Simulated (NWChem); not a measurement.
Species: P$_{2}$H$_{3}$, doublet; SMILES [PH]P

Computed with NWChem. Spin-unrestricted. The geometry was optimised at PBE-D3(BJ)/def2-SVP, spin-unrestricted. No stability test was run on the SCF state. Level M06-2X/def2-SVP: energy and gradient on several grids; changes count from the extra-fine grid, which is no exact limit either.

```
grid     size of the energy change (μHa)  largest change of a gradient component (μHa/bohr)  time, medium = 1 (rough)
-------  -------------------------------  -------------------------------------------------  ------------------------
xcoarse                              700                                               4000                       0.4
coarse                                40                                                600                   about 1
medium                                20                                                300                   about 1
fine                                < 10                                                100                   about 1
xfine                               < 10                                               < 30                         3
```
